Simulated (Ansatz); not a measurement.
System: C$_{3}$H$_{8}$N (charge +1, singlet). It need not be the lowest isomer of its formula. 
Geometry from a B3LYP-D3(BJ)/def2-TZVP (Ansatz, a quantum-chemistry and plane-wave program) optimisation:
SMILES: C1C([NH3+])C1
```xyz
12

C     -0.9046    -0.8473     0.1107
C     -1.0602     0.6147    -0.2160
C      0.1575     0.1276     0.4961
N      1.4476     0.0958    -0.2607
H     -0.7108    -1.5265    -0.7104
H     -1.4881    -1.2767     0.9122
H     -1.7532     1.2150     0.3554
H     -0.9700     0.9086    -1.2545
H      0.3355     0.3780     1.5318
H      1.9178     1.0058    -0.2349
H      2.0891    -0.6040     0.1248
H      1.2907    -0.1407    -1.2442
```
Charge +1, spin multiplicity 1.

Basis-set convergence of Hartree-Fock and MP2 correlation energies (hartree) with Ansatz. Valence correlation only, unless marked. No spin-orbit coupling. No relativistic terms.

```tsv
basis	functions	E(HF)	E(corr, MP2)
cc-pVDZ	96	-172.46328	-0.58658
cc-pVTZ	232	…	…
```

### Question
What belongs in the gaps?

### Answer

- cc-pVTZ, E(HF): -172.51334
- cc-pVTZ, E(corr, MP2): -0.71776
